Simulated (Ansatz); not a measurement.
Loss of CH4: GeH(CH3)F2 → GeF2 + CH4

Species: GeH(CH3)F2, singlet; GeF2 `[F][Ge][F]`, singlet; CH4 (methane) `C`, singlet. 

Shapes, held fixed at every level: PBE0-D4/def2-TZVP. Programs: Ansatz 0.2.0. The zero-point and thermal change to 298 K, harmonic and unscaled (PBE0-D4/def2-TZVP), is +1.4 kJ/mol.

| level | kind | ΔH(298 K) (kJ/mol) | less CCSD(T)/def2-TZVPP |
| --- | --- | --- | --- |
| HF/def2-TZVPP | Hartree–Fock | +36.0 | -11.3 |
| PBE-D4/def2-TZVPP | GGA | +16.0 | -31.3 |
| BHLYP-D4/def2-TZVPP | global hybrid | +32.6 | -14.7 |
| PBE0-D4/def2-TZVPP | global hybrid | +38.0 | -9.3 |
| wB97X-V/def2-TZVPP | range-separated hybrid | +38.7 | -8.6 |
| B2PLYP/def2-TZVPP | double hybrid | +20.6 | -26.7 |
| CCSD/def2-SVP | coupled cluster or CI | +38.2 | -9.1 |
| CCSD(T)/def2-TZVPP | coupled cluster or CI | +47.3 | 0.0 |

The highest level, CCSD(T)/def2-TZVPP, gives ΔH(298 K) = +47.3 kJ/mol; the levels span +16.0 to +47.3. The column of differences is taken from that level and isn't an error. No measured value is set beside it here. Relativity is left out for Ge unless named. Correlated rows may include outer-core shells of Ge, which these sets cover unevenly.
